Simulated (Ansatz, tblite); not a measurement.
Isomers of SnO2⁻ (doublet), found by a short tight-binding search and relaxed with r2SCAN-D4/def2-TZVPD in Ansatz.

In the def2 sets Sn takes a core potential; there is no spin–orbit coupling. The xTB rows come from tblite. Correlated methods freeze 6 core orbitals; core or outer-core shells of Sn are correlated, in sets that lack core-valence functions. In CCSD on the charge -1 doublet the largest single amplitude is 0.24, so its Hartree–Fock determinant may place the open shell otherwise than the density functionals do.

Run but left out: HF/def2-TZVPD, HF/def2-TZVPPD, MP2/def2-TZVPPD (A: a determinant that CCSD turns far, T1 0.079).

A: At CCSD(T)/def2-TZVPPD T1 of the charge -1 doublet is large (up to 0.079), so the single-reference result is doubtful. B: At PBE-D4/def2-TZVPD, r2SCAN-D4/def2-TZVPD, PBE0-D4/def2-TZVPD the highest occupied level of the charge -1 doublet lies above zero (up to 1.58 eV). It is a level of α spin, whose loss leaves a singlet; that state wasn't run at this geometry and level. The electron is either unbound and held by the finite basis, or the level is raised by self-interaction error. It holds 1 O–O bond.

Other spin states were run for one of them alone.

A:

```csv
atom,x (Å),y (Å),z (Å)
Sn1,-0.426,-0.297,0.237
O2,0.197,1.219,1.199
O3,0.229,-0.922,-1.435
```

B:

Cartesian coordinates in Å:
```
Sn -1.0321 -0.3700 0.6619
O 0.9534 -0.2479 0.1090
O 0.0787 0.6179 -0.7709
```

Q: Estimate their order by electronic energy at PBE-QIDH/def2-TZVPD, counted from the lowest.

A: A (0.00) < B (1.56), in eV.

Q: Do the other levels pick the same lowest one?

A: All that were run do. Energies above each level's lowest (eV):

| level | A | B |
| --- | --- | --- |
| GFN1-xTB | 0.00 | 3.05 |
| GFN2-xTB | 0.00 | 1.97 |
| PBE-D4/def2-TZVPD | 0.00 | 1.65 |
| r2SCAN-D4/def2-TZVPD | 0.00 | 1.59 |
| PBE0-D4/def2-TZVPD | 0.00 | 1.47 |
| PBE-QIDH/def2-TZVPD | 0.00 | 1.56 |
| CCSD/def2-TZVPPD | 0.00 | 1.44 |
| CCSD(T)/def2-TZVPPD | 0.00 | 1.58 |
Point groups (tolerance 0.1 Å): A C2v, B C2v. Lower isomers may exist.
